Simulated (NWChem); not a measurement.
A series in which one site is exchanged, each optimised at PBE0/def2-SVP with NWChem, gas phase unless a solvent is named. This build's default masses of Se (78.918 u) and Br (79.917 u) are each other's, which moves their modes by up to 0.6 %.

A: CC1(F)CC1 (C4H7F; site = F)
B: C1CC1C (C4H8; site = H)
C: CC1(CC1)Cl (C$_{4}$H$_{7}$Cl; site = Cl)
D: CC1(Br)CC1 (C₄H₇Br; site = Br)

Q: Rank them by lowest singlet excitation, PBE/def2-SVPD, TDA (eV), lowest first.

A: D (5.39), C (6.19), A (6.63), B (6.98)
